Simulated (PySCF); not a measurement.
**Exact mass, isotope pattern and composition**

Species: `[O]=[W-](=[O])(=[O])[F]` ([WO3F]-).

All values are calculated from tables of isotopes.

Task: What are the average molar mass and the monoisotopic mass?

Result: For [FO3W]-, with standard atomic weights, 1 × 183.840 + 3 × 15.999 + 1 × 18.998 = 250.835 g/mol. From the most abundant isotopes (184W, 16O, 19F), 1 × 183.950931 + 3 × 15.994915 + 1 × 18.998403 = 250.9341 u for neutral atoms; the ion's mass is 250.9346 u once 1 electron mass (0.000549 u) is added.

Task: What cluster does the ion itself show when like nominal masses merge?

Result: 
```tsv
nominal mass	m/z (centroid)	relative intensity
247	246.9304	0.4
249	248.9319	86.0
250	249.9339	46.5
251	250.9346	100.0
252	251.9384	0.4
253	252.9381	92.9
254	253.9423	0.1
255	254.9423	0.6
```

Lines under 0.1 % of the tallest are left out. Abundances used (%; other tables differ somewhat): 180W 0.12, 182W 26.5, 183W 14.31, 184W 30.64, 186W 28.43; 16O 99.757, 17O 0.038, 18O 0.205.

Task: What share of all these ions is the monoisotopic species?

Result: 0.3064 × 0.99757^3 × 1 = 30.42 %.

Task: Elemental analysis, calculated?

Result: W 73.29 %, O 19.13 %, F 7.57 %.

Task: Resolve the fine structure: one atom at a time replaced by a minor isotope.

Result: Intensity in % of the monoisotopic species:

| isotope | mass shift (u) | m/z | intensity (%) |
| --- | --- | --- | --- |
| 180W | -4.00423 | 246.9304 | 0.39 |
| 182W | -2.00273 | 248.9319 | 86.49 |
| 183W | -1.00071 | 249.9339 | 46.70 |
| 17O | +1.00422 | 251.9388 | 0.11 |
| 186W | +2.00343 | 252.9381 | 92.79 |
| 18O | +2.00425 | 252.9389 | 0.62 |

Species under 0.02 % are left out.

Task: What resolving power m/Δm just matches the spacing of the species with one 186W and with one 18O?

Result: They lie 0.00081 u apart at mass 252.94, so m/Δm is about 310000.

Task: Count the protons, neutrons and electrons of the monoisotopic species, and give its exact less its nominal mass.

Result: 107 protons, 144 neutrons and 108 electrons; 250.9341 − 251 = -0.0659 u, electron masses as for neutral atoms.
